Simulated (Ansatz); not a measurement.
`FC(F)(F)C[O][Hf]([F])([F])[F]` + HI → `[F][Hf]([F])([F])[I]` + `OCC(F)(F)F`  (ligand exchange at the Hf–O bond)

Program: Ansatz. Geometries: PBE0-D4/def2-TZVP. ΔE: electronic, gas phase. CBS: MP2 limit from def2 TZ/QZ plus the TZ coupled-cluster correction, frozen cores. DFT in def2-TZVPP. B3LYP here is the variant with VWN-RPA as its local correlation; programs differ in this. Elements past krypton have def2 core potentials. For Hf, I outer-core shells are correlated without core-valence functions, which leaves a few kJ/mol of doubt a bond. Each species was taken in one conformer, which may not be the lowest.

`FC(F)(F)C[O][Hf]([F])([F])[F]`:

```xyz
12

F    -1.015   -0.907    1.737
C    -1.533    0.051    0.962
F    -2.863   -0.002    1.071
F    -1.124    1.225    1.452
C    -1.126   -0.122   -0.488
O     0.245   -0.070   -0.622
Hf    2.153    0.034   -0.559
F     2.703    1.716    0.140
F     2.857   -1.362    0.525
F     2.830   -0.154   -2.330
H    -1.609    0.676   -1.062
H    -1.519   -1.085   -0.827
```

HI:

Cartesian coordinates in Å:
```
I 0.051 -0.592 0.543
H -0.051 0.592 -0.543
```

`[F][Hf]([F])([F])[I]`:

```xyz
5

F     1.684   -0.966   -0.118
Hf    0.037   -0.042   -0.137
F     0.205    1.465   -1.263
F    -1.286   -1.184   -0.854
I    -0.641    0.727    2.372
```

`OCC(F)(F)F`:

Z-matrix (Å, degrees):
```
C
C 1 1.515
O 1 1.395 2 112.2
H 1 1.091 2 107.8 3 -118.5
H 1 1.097 2 107.1 3 124.9
F 2 1.345 1 110.7 3 -58.4
F 2 1.332 1 112.6 3 61.7
F 2 1.338 1 110.5 3 -177.5
H 3 0.962 1 108.8 2 63.6
```

CCSD(T)/CBS gives -9.9 kJ/mol.

(1) Another level gave -8.2 kJ/mol. Which?
A. CAM-B3LYP-D4/def2-TZVPP
B. B3LYP-D4/def2-TZVPP
C. LDA (SPW92)/def2-TZVPP
D. r2SCAN/def2-TZVPP

Largest T1 diagnostic among the species: 0.015.

Results:

(1) C. LDA (SPW92) -8.2, r2SCAN -12.9, CAM-B3LYP-D4 3.0, B3LYP-D4 -2.0 kJ/mol.

From BLYP to BHLYP (50 % exact exchange), in def2-TZVPP and without D4, ΔE moves by −5.9 kJ/mol. At CCSD(T), def2-SVP lies +31.6 kJ/mol from the extrapolated value and def2-TZVPP +5.2 kJ/mol.
